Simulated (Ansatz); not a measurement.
Level of theory: PBE-D3(BJ)/def2-TZVP in Ansatz (a program for electronic structure). No frequencies were computed at this level.

Ansatz 0.2 input:
```yaml
crystal:
  periodic: [false, false, false]
  atoms:
    - { symbol: O, position_ang: [0.100017, -1.265708, 0.62966] }
    - { symbol: B, position_ang: [-0.07176, -0.078102, 0.04263] }
    - { symbol: S, position_ang: [-1.723583, 0.637565, -0.235185] }
    - { symbol: S, position_ang: [1.418386, 0.815229, -0.478313] }
    - { symbol: H, position_ang: [-0.663286, -1.766543, 0.918235] }
    - { symbol: H, position_ang: [-1.334623, 1.760662, -0.817178] }
    - { symbol: H, position_ang: [2.27485, -0.103104, -0.059847] }
basis:
  gaussian: { orbitals: def2-tzvp }
hamiltonian:
  xc: pbe
  dispersion: d3bj
relax:
  max_steps: 150
```

Output:

```
Functional definition: PBE
974 factors; their error is unknown
mean field evaluation 1: about -24428.0914 eV, gradient 6.2e1 eV
mean field evaluation 2: about -24395.5511 eV, gradient 1.4e2 eV
mean field evaluation 4: about -24434.9784 eV, gradient 9.3e0 eV
mean field evaluation 8: about -24435.1769 eV, gradient 2.5e-1 eV
mean field evaluation 16: about -24435.1654 eV, gradient 3.3e-4 eV
mean field -24435.16543928 eV, -897.9757671435 hartree, gradient 2.9e-5 eV, S^2 0.000000; 0 other end points of the search recorded, 0 dependent functions left out
reference -24435.16547280 eV, -897.9757683754 hartree; 24, 24 occupied and 130, 130 virtual orbitals, 974 factors
relax step   1: F+E_penalty+E_count = -24435.32767512 eV  Δ(F+E_penalty+E_count) = +0.000e0 eV  max|allowed force component| = 1.014e0 eV/Å  Δτ_max = 0.0000 Å  (29 SCF iters, accepted)
these checks for a lower state are left out or cut short: starts, cluster_reference, orbital_swaps, neighbouring_geometries, increment
974 factors; their error is unknown
mean field -24435.21556494 eV, -897.9776092277 hartree, gradient 1.1e-5 eV, S^2 0.000000; 0 other end points of the search recorded, 0 dependent functions left out
reference -24435.21559862 eV, -897.9776104651 hartree; 24, 24 occupied and 130, 130 virtual orbitals, 974 factors
relax step   2: F+E_penalty+E_count = -24435.37750604 eV  Δ(F+E_penalty+E_count) = -4.983e-2 eV  max|allowed force component| = 5.346e-1 eV/Å  Δτ_max = 0.0270 Å  (30 SCF iters, accepted)
these checks for a lower state are left out or cut short: starts, cluster_reference, orbital_swaps, neighbouring_geometries, increment
974 factors; their error is unknown
mean field evaluation 32: about -24435.2308 eV, gradient 1.2e-5 eV
mean field -24435.23084442 eV, -897.9781707381 hartree, gradient 1.2e-5 eV, S^2 0.000000; 0 other end points of the search recorded, 0 dependent functions left out
reference -24435.23087818 eV, -897.9781719789 hartree; 24, 24 occupied and 130, 130 virtual orbitals, 974 factors
relax step   3: F+E_penalty+E_count = -24435.39241907 eV  Δ(F+E_penalty+E_count) = -1.491e-2 eV  max|allowed force component| = 1.342e-1 eV/Å  Δτ_max = 0.0279 Å  (31 SCF iters, accepted)
these checks for a lower state are left out or cut short: starts, cluster_reference, orbital_swaps, neighbouring_geometries, increment
974 factors; their error is unknown
mean field -24435.23312276 eV, -897.9782544656 hartree, gradient 1.3e-5 eV, S^2 0.000000; 0 other end points of the search recorded, 0 dependent functions left out
reference -24435.23315647 eV, -897.9782557043 hartree; 24, 24 occupied and 130, 130 virtual orbitals, 974 factors
relax step   4: F+E_penalty+E_count = -24435.39483707 eV  Δ(F+E_penalty+E_count) = -2.418e-3 eV  max|allowed force component| = 7.709e-2 eV/Å  Δτ_max = 0.0175 Å  (32 SCF iters, accepted)
these checks for a lower state are left out or cut short: starts, cluster_reference, orbital_swaps, neighbouring_geometries, increment
974 factors; their error is unknown
mean field -24435.23381807 eV, -897.9782800178 hartree, gradient 1.3e-5 eV, S^2 0.000000; 0 other end points of the search recorded, 0 dependent functions left out
reference -24435.23385173 eV, -897.9782812547 hartree; 24, 24 occupied and 130, 130 virtual orbitals, 974 factors
relax step   5: F+E_penalty+E_count = -24435.39570578 eV  Δ(F+E_penalty+E_count) = -8.687e-4 eV  max|allowed force component| = 1.594e-2 eV/Å  Δτ_max = 0.0160 Å  (32 SCF iters, accepted)
these checks for a lower state are left out or cut short: starts, cluster_reference, orbital_swaps, neighbouring_geometries, increment
974 factors; their error is unknown
mean field -24435.23385105 eV, -897.9782812299 hartree, gradient 1.6e-5 eV, S^2 0.000000; 0 other end points of the search recorded, 0 dependent functions left out
reference -24435.23388471 eV, -897.9782824666 hartree; 24, 24 occupied and 130, 130 virtual orbitals, 974 factors
relax step   6: F+E_penalty+E_count = -24435.39572178 eV  Δ(F+E_penalty+E_count) = -1.600e-5 eV  max|allowed force component| = 1.771e-3 eV/Å  Δτ_max = 0.0018 Å  (23 SCF iters, accepted)
974 factors; their error is unknown
mean field evaluation 64: about -24435.2338 eV, gradient 2.2e-1 eV
mean field -24435.23385105 eV, -897.9782812299 hartree, gradient 1.6e-5 eV, S^2 0.000000; 1 other end points of the search recorded, 0 dependent functions left out
reference -24435.23388471 eV, -897.9782824666 hartree; 24, 24 occupied and 130, 130 virtual orbitals, 974 factors
Total energy: -24435.39575543 eV, -897.9842311060 hartree
Atom 0 at     0.107876    -1.304533     0.648760 Å, force    -0.001771    -0.000252     0.000183 eV/Å
Atom 1 at    -0.051467    -0.084501     0.044903 Å, force    -0.000172     0.001027    -0.000476 eV/Å
Atom 2 at    -1.724960     0.607722    -0.220069 Å, force     0.001650    -0.001094     0.000457 eV/Å
Atom 3 at     1.418207     0.843540    -0.492439 Å, force     0.000724     0.000516    -0.000308 eV/Å
Atom 4 at    -0.727565    -1.731013     0.903515 Å, force     0.000468     0.000271    -0.000146 eV/Å
Atom 5 at    -1.329583     1.755836    -0.815122 Å, force    -0.000905    -0.000076     0.000086 eV/Å
Atom 6 at     2.307494    -0.087053    -0.069544 Å, force     0.000007    -0.000391     0.000205 eV/Å
Dipole moment:    -0.097111    -0.135103     0.072473 e Å
```

Cost: about 24 core-seconds (a rough figure).
